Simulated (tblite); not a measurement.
Species: C5H12BNO.
Geometry (GFN2-xTB, Å), atoms numbered from 1 in this order:
```xyz
20
C5H12BNO angstrom
B     -0.7401    1.9236    0.9215
O     -0.4641    0.3454    0.6009
C     -1.6073   -0.3792    0.1794
C     -1.0361   -1.7164   -0.2833
C      0.3256   -1.3223   -0.8755
C      0.5482    0.1253   -0.3776
C      1.8917    0.3135    0.2603
N      2.8815    0.6191   -0.4428
H      0.3320    2.3461    1.2113
H     -1.1821    2.3973   -0.0808
H     -1.5106    1.8987    1.8235
H     -2.2880   -0.4508    1.0276
H     -2.1077    0.1518   -0.6401
H     -1.6812   -2.2067   -1.0086
H     -0.9048   -2.3823    0.5696
H      1.1199   -1.9817   -0.5267
H      0.3218   -1.3479   -1.9631
H      0.4351    0.8386   -1.2035
H      1.8962    0.1287    1.3416
H      3.7650    0.7098    0.0529
```

Computed with GFN2-xTB (tblite): harmonic, unscaled wavenumbers at the GFN2-xTB geometry, gas phase. The method is semi-empirical: single wavenumbers can be off by several per cent or more. Modes of hydrogen on boron can be 10 to 20 % off. One conformer, not necessarily the lowest.

Harmonic wavenumbers (cm⁻¹): 28.2, 84.2, 151.2, 174.1, 209.7, 246.0, 286.0, 395.6, 431.2, 453.5, 623.7, 704.3, 758.0, 836.1, 860.1, 895.7, 900.7, 963.1, 990.1, 1002.3, 1010.3, 1049.7, 1079.9, 1093.3, 1119.0, 1140.2, 1156.6, 1177.5, 1203.4, 1222.0, 1239.8, 1242.5, 1252.7, 1264.8, 1286.1, 1292.7, 1309.0, 1355.6, 1470.5, 1479.2, 1496.6, 1745.0, 2431.8, 2486.9, 2503.3, 2865.1, 2910.6, 2913.6, 2999.1, 3009.1, 3013.9, 3027.3, 3036.0, 3349.5.

A = 2942, B = 1799, C = 1210 MHz; mass 113.101 u (most abundant isotopes); point group C1, symmetry number 1.

**Question.** What is the zero-point energy?

**Answer.** ½Σν̃ = 36613 cm⁻¹ = 104.68 kcal/mol.

**Question.** Give the ideal-gas entropy at 298.15 K and 1 bar in the rigid-rotor, harmonic-oscillator model (classical rotation).

**Answer.** Translation 40.11, rotation 28.31, vibration 25.46: S = 93.9 cal/(mol K).

**Question.** And Cp and H(298.15 K) − H(0)?

**Answer.** Cp = 35.25 cal/(mol K), of which vibrations give 27.30 (their classical limit is 54 R = 107.3); H(298.15 K) − H(0) = 6.31 kcal/mol without the zero-point energy, 3.94 from vibrations.

**Question.** What must be added to the electronic energy to get the Gibbs energy at 298.15 K and 1 bar?

**Answer.** ZPE + [H(298.15 K) − H(0)] − T·S = 104.68 + 6.31 − 27.99 = 83.00 kcal/mol.

**Question.** How do the functions run with temperature in this model?

**Answer.** 
```tsv
T (K)	S (cal/(mol K))	Cp (cal/(mol K))	H − H(0) (kcal/mol)	G − H(0) (kcal/mol)	ln q(vib)
100	67.6	17.1	1.23	-5.53	1.76
200	82.0	25.3	3.35	-13.04	3.99
300	94.1	35.4	6.37	-21.85	6.20
500	117.2	56.1	15.60	-43.00	10.78
800	148.4	76.6	35.78	-82.98	17.82
1000	166.5	85.3	52.01	-114.51	22.35
```

q(vib) and H(0) count from the zero-point level.

Hindered rotation and anharmonicity are outside this model. Other conformers, if any are populated, would add a mixing term that is left out. The structure is chiral; the term R ln 2 for an equal mix with its mirror image is left out.

Time: 0.97 s wall. Hardware: one thread, Intel Xeon 6975P-C (x86_64), shared host with 192 logical CPUs at a one-minute load of 85. This covers the Hessian and the dipole derivatives.
